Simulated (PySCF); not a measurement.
ZnF₂, SMILES [F][Zn][F]. Atoms are numbered in the order given.

```xyz
3

Zn     0.0000     0.0000     0.0000
F      0.0000     0.0000    -1.7405
F      0.0000     0.0000     1.7405
```

Geometry optimised at B3LYP-D3(BJ)/def2-TZVP. The isomer is the one that the SMILES or the coordinates give; other isomers of the formula were not compared.

Two levels are set side by side: PBE/pcSseg-2 (PySCF) and HF/pcSseg-2 (PySCF). GIAO shifts against CFCl3 (¹⁹F) at the same level; non-relativistic, no solvent, atoms listed together averaged. Differences are taken from unrounded values.

| quantity | HF |
|---|---|
| δ(¹⁹F) of F2, F3 (ppm) | -258.2 |

What does PBE give, and how far is it from HF? (Estimate from the structure and the level; the computed values follow.)


```
quantity                   PBE  PBE minus HF
----------------------  ------  ------------
δ(¹⁹F) of F2, F3 (ppm)  -285.9         -27.7
```

Rough cost on one machine, each run with all the roots and properties that it gave: HF against PBE within a factor of 2.
